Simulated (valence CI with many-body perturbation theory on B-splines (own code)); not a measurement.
# Kr29+: calculated level list

Computed by valence CI with perturbative core correlation (CI+MBPT): five valence electrons over a frozen Dirac-Fock core [He], a basis of 9 s, 9 p, 8 d, 6 f, 3 g, 1 h functions for each j, with the one-electron correlation potential Σ1, the two-electron term Σ2, the three-electron term Σ3, Breit, model QED; selected CI, second order for the rest, scaled by the run's own slope (own B-spline code, finite nucleus).

No measured spectrum was set against this ion. As an estimate, large intervals hold to a few tenths of a per cent, small ones and those within an open d or f shell to about a per cent. Among the levels kept, up to 5100 cm⁻¹ of a level comes from second order outside the variational space, and about a tenth of that is noise between levels of different J, which matters for small intervals.

Levels 1 to 45 of 64, with energies above the lowest level, (2s^2 2p1/2^2 2p3/2) J=3/2. "Leading %" is the weight of the configuration and term that name the level; weights of strongly mixed levels are sums over their largest components and can fall short, so below about 35 % the name and the second component can differ from the true leading terms, or belong to a minority configuration. In the jj column 3d3/2^4 stands for four electrons in 3d with j = 3/2. Lifetimes count E1, E2, E3, M1 and M2 decay at the calculated energies, and are blank where another channel may lead or the interval is too uncertain; long ones can be off by a factor of two.

```tsv
No.	Configuration	Term	J	E (eV)	Leading %	Second component	Lifetime	Leading jj
1	2s²2p³	⁴S°	3/2	0.0	47	35 % 2s²2p³ ²P°		2s^2 2p1/2^2 2p3/2 (92 %)
2	2s²2p³	²D°	3/2	47.7	53	41 % 2s²2p³ ⁴S°	825 ns	2s^2 2p1/2 2p3/2^2 (93 %)
3	2s²2p³	²D°	5/2	60.4	100		4.45 μs	2s^2 2p1/2 2p3/2^2 (100 %)
4	2s²2p³	²P°	1/2	77.1	99		660 ns	2s^2 2p1/2 2p3/2^2 (99 %)
5	2s²2p³	²P°	3/2	123.4	59	29 % 2s²2p³ ²D°	259 ns	2s^2 2p3/2^3 (97 %)
6	2s2p⁴	⁴P	5/2	172.5	88	12 % 2s2p⁴ ²D	33.7 ps	2s 2p1/2^2 2p3/2^2 (93 %)
7	2s2p⁴	⁴P	3/2	204.3	71	17 % 2s2p⁴ ²D	11.2 ps	2s 2p1/2^2 2p3/2^2 (60 %)
8	2s2p⁴	⁴P	1/2	205.6	68	31 % 2s2p⁴ ²S	12.7 ps	2s 2p1/2^2 2p3/2^2 (77 %)
9	2s2p⁴	²D	3/2	242.6	57	28 % 2s2p⁴ ⁴P	8.20 ps	2s 2p1/2 2p3/2^3 (70 %)
10	2s2p⁴	²D	5/2	257.1	88	12 % 2s2p⁴ ⁴P	11.5 ps	2s 2p1/2 2p3/2^3 (93 %)
11	2s2p⁴	²P	1/2	276.7	45	33 % 2s2p⁴ ²S	4.55 ps	2s 2p1/2 2p3/2^3 (67 %)
12	2s2p⁴	²P	3/2	287.3	73	26 % 2s2p⁴ ²D	3.65 ps	2s 2p1/2 2p3/2^3 (90 %)
13	2s2p⁴	²P	1/2	339.8	54	36 % 2s2p⁴ ²S	3.95 ps	2s 2p3/2^4 (82 %)
14	2p⁵	²P°	3/2	426.8	98		4.05 ps	2p1/2^2 2p3/2^3 (98 %)
15	2p⁵	²P°	1/2	484.0	99		3.34 ps	2p1/2 2p3/2^4 (99 %)
16	2s²2p²3s	⁴P	1/2	1881.8	58	21 % 2s²2p²3s ²P	129 fs	2s^2 2p1/2^2 3s (96 %)
17	2s²2p²3p	⁴D°	1/2	1920.1	45	34 % 2s²2p²3p ²P°	11.7 ps	2s^2 2p1/2^2 3p1/2 (96 %)
18	2s²2p²3s	⁴P	3/2	1929.0	89	8 % 2s²2p²3s ²P	167 fs	2s^2 2p1/2 2p3/2 3s (98 %)
19	2s²2p²3s	²P	1/2	1933.7	70	28 % 2s²2p²3s ⁴P	77.8 fs	2s^2 2p1/2 2p3/2 3s (98 %)
20	2s²2p²3s	⁴P	5/2	1939.4	51	48 % 2s²2p²3s ²D	130 fs	2s^2 2p1/2 2p3/2 3s (95 %)
21	2s²2p²3p	⁴D°	3/2	1940.9	32	25 % 2s²2p²3p ⁴P°	7.61 ps	2s^2 2p1/2^2 3p3/2 (92 %)
22	2s²2p²3s	²D	3/2	1943.2	53	44 % 2s²2p²3s ²P	81.3 fs	2s^2 2p1/2 2p3/2 3s (97 %)
23	2s²2p²3p	⁴P°	1/2	1967.0	37	31 % 2s²2p²3p ²S°	12.7 ps	2s^2 2p1/2 2p3/2 3p1/2 (97 %)
24	2s²2p²3p	⁴D°	3/2	1971.2	51	26 % 2s²2p²3p ²D°	13.7 ps	2s^2 2p1/2 2p3/2 3p1/2 (96 %)
25	2s²2p²3p	²F°	5/2	1978.6	32	31 % 2s²2p²3p ²D°	13.2 ps	2s^2 2p1/2 2p3/2 3p1/2 (93 %)
26	2s²2p²3d	⁴F	3/2	1982.4	43	20 % 2s²2p²3d ²D	92.5 fs	2s^2 2p1/2^2 3d3/2 (96 %)
27	2s²2p²3p	⁴D°	5/2	1984.7	47	36 % 2s²2p²3p ⁴P°	8.39 ps	2s^2 2p1/2 2p3/2 3p3/2 (96 %)
28	2s²2p²3p	⁴P°	1/2	1987.1	45	26 % 2s²2p²3p ²P°	8.40 ps	2s^2 2p1/2 2p3/2 3p3/2 (95 %)
29	2s²2p²3p	²D°	3/2	1989.6	46	29 % 2s²2p²3p ⁴S°	2.26 ps	2s^2 2p1/2 2p3/2 3p3/2 (70 %)
30	2s²2p²3d	⁴D	5/2	1991.6	24	24 % 2s²2p²3d ⁴F	24.7 fs	2s^2 2p1/2^2 3d5/2 (93 %)
31	2s²2p²3p	²P°	3/2	1993.1	31	31 % 2s²2p²3p ⁴P°	2.30 ps	2s^2 2p1/2 2p3/2 3p1/2 (58 %)
32	2s²2p²3p	⁴D°	7/2	1995.2	53	46 % 2s²2p²3p ²F°	16.5 ps	2s^2 2p1/2 2p3/2 3p3/2 (95 %)
33	2s²2p²3s	²D	5/2	1995.6	50	47 % 2s²2p²3s ⁴P	113 fs	2s^2 2p3/2^2 3s (94 %)
34	2s²2p²3s	²P	3/2	1999.3	46	44 % 2s²2p²3s ²D	79.5 fs	2s^2 2p3/2^2 3s (96 %)
35	2s²2p²3p	²P°	3/2	2000.1	51	21 % 2s²2p²3p ²D°	2.04 ps	2s^2 2p1/2 2p3/2 3p3/2 (86 %)
36	2s²2p²3p	²D°	5/2	2005.5	41	30 % 2s²2p²3p ²F°	4.00 ps	2s^2 2p1/2 2p3/2 3p3/2 (88 %)
37	2s²2p²3p	²P°	1/2	2013.3	79	10 % 2s²2p²3p ²S°	2.14 ps	2s^2 2p1/2 2p3/2 3p3/2 (90 %)
38	2s²2p²3s	²S	1/2	2021.0	76	13 % 2s²2p²3s ⁴P	94.3 fs	2s^2 2p3/2^2 3s (94 %)
39	2s2p³3s	⁶S°	5/2	2026.8	74	19 % 2s2p³3s ⁴P°	765 fs	2s 2p1/2^2 2p3/2 3s (66 %)
40	2s²2p²3d	⁴F	3/2	2030.3	40	35 % 2s²2p²3d ²P	52.6 fs	2s^2 2p1/2 2p3/2 3d3/2 (95 %)
41	2s²2p²3d	⁴F	5/2	2031.8	54	36 % 2s²2p²3d ²F	101 fs	2s^2 2p1/2 2p3/2 3d3/2 (93 %)
42	2s²2p²3d	⁴D	1/2	2032.3	80	14 % 2s²2p²3d ²P	111 fs	2s^2 2p1/2 2p3/2 3d3/2 (98 %)
43	2s²2p²3d	⁴F	7/2	2033.7	59	32 % 2s²2p²3d ⁴D	463 fs	2s^2 2p1/2 2p3/2 3d5/2 (94 %)
44	2s²2p²3d	²F	7/2	2039.6	41	23 % 2s²2p²3d ²G	5.04 ps	2s^2 2p1/2 2p3/2 3d3/2 (75 %)
45	2s2p³3s	⁴S°	3/2	2039.9	24	23 % 2s²2p²3p ²P°	264 fs	2s^2 2p3/2^2 3p1/2 (63 %)
```

The ionisation energy to 2s²2p² ³P0 of the next ion comes out as 3379.7 eV (NIST: 3380 ± 30 eV (semi-empirical)). All 64 levels together are meant to be complete up to 2072.8 eV.
